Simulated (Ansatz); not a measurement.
Energy difference R1 → 2 P1, each structure at its B3LYP-D3(BJ)/def2-TZVP stationary point, reached from a drawn start (curvature not checked).
R1: O2 (SMILES O=O), charge 0, multiplicity 3.
P1: O atom, charge 0, multiplicity 3.

P less R. No zero-point or thermal terms; open shells are unrestricted; no spin–orbit coupling.

Cores are frozen in the correlated methods.

The values were computed with Ansatz (a first-principles code). All values are computed, each at the level named.

Total energies in hartree:

| structure | PBE/def2-TZVPP | CCSD(T)/cc-pVQZ |
|---|---|---|
| R1 | -150.248609 | -150.173871 |
| P1 | -75.009672 | -74.993566 |

Q: Work out the reaction energy at each level in kcal/mol (1 hartree = 627.50947 kcal/mol), and say how far PBE/def2-TZVPP lies from CCSD(T)/cc-pVQZ.

A: 
- PBE/def2-TZVPP: 2 × (-75.009672) − (-150.248609) = 0.229265 hartree = 143.87 kcal/mol
- CCSD(T)/cc-pVQZ: 2 × (-74.993566) − (-150.173871) = 0.186739 hartree = 117.18 kcal/mol
PBE/def2-TZVPP less CCSD(T)/cc-pVQZ: 26.69 kcal/mol. CCSD(T)/cc-pVQZ is the level counted from, the highest shown, and no exact or measured value.
